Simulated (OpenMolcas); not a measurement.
Ru V: the spin-orbit constant, worked from levels

```json
{
  "Program": "OpenMolcas 26.06",
  "Basis": "ANO-R3 [8s6p5d3f2g1h]",
  "Scalar Hamiltonian": "X2C, finite nucleus",
  "Active space": "4 electrons in 5 orbitals (4d)",
  "State averaging": "2S+1 = 5 even, 5 roots; 2S+1 = 3 even, 45 roots (35 in the spin-orbit step); 2S+1 = 1 even, 50 roots (13 in the spin-orbit step)",
  "Spin-orbit coupling": "RASSI with atomic mean-field integrals over the reference wave functions, term energies averaged over their components"
}
```

Methods: CASSCF; SS-CASPT2, IPEA 0.25 Eh, imaginary shift 0.1 Eh (closed shells correlated: 4s 4p).

**The spin-orbit constant.** For the Hund term 5D of d4, E(J) = (A/2) J(J+1) + constant and ζ = 2S·A = 4A. From J = 0 to J = 4 the energy changes by 10 A.

| Source | E(4) - E(0) | A | ζ |
| --- | --- | --- | --- |
| CASSCF | 3341.8 | 334.2 | 1337 |
| SS-CASPT2 | 3380.8 | 338.1 | 1352 |

All in cm-1. Both methods take the spin-orbit matrix elements from the reference wave functions, so the second can move ζ only through the term energies and any multistate remixing. Second-order mixing with other terms is absorbed into this ζ.

CASPT2 does not keep the components of a term degenerate, so their means are used; among the terms shown or strongly mixed into the levels shown the widest spread is 12 cm-1 (4d4 5D, SS-CASPT2). Some high roots are left out of the spin-orbit mixing, which shifts the levels that they would mix with. Without dynamic correlation excited terms often stand tens of per cent too high (terms of higher spin than the ground term too low), and those without a measured partner can miss by more than the paired ones (holds for CASSCF). Only configurations of the active space appear.
